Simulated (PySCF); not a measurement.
Working out the ionisation energy of N²⁺

N²⁺ [He] 2s2 2p1 (2P) → N³⁺ [He] 2s2 (1S). Computed with PySCF 2.14 in aug-cc-pwCVQZ (9s8p6d4f2g, 109 functions), with no relativity, point nucleus. Frozen: nothing. Energies in hartree (1 hartree = 27.21139 eV):

```csv
part,N²⁺ (lower),N³⁺ (upper)
UHF,-52.820003,-51.081920
MP2 opposite-spin,-0.105020,-0.099069
MP2 same-spin,-0.008154,-0.002608
```

Q: What does Hartree-Fock give?

A: (-51.081920) − (-52.820003) = 1.738083 hartree = 47.296 eV.

Q: What do MP2 and SCS-MP2 (6/5 opposite-spin, 1/3 same-spin) give?

A: The opposite-spin parts differ by 0.162 eV and the same-spin parts by 0.151 eV. MP2: 47.296 + (0.162) + (0.151) = 47.609 eV. SCS-MP2: 47.296 + 1.2 × (0.162) + (0.151)/3 = 47.541 eV.

A first-order spin-orbit estimate adds 0.014 eV to MP2 (valence and next inner shell), giving 47.623 eV against 47.445 eV (semi-empirical (NIST evaluation); NIST Atomic Spectra Database, ionization energies).

What remains against the reference includes basis incompleteness and correlation beyond second order.
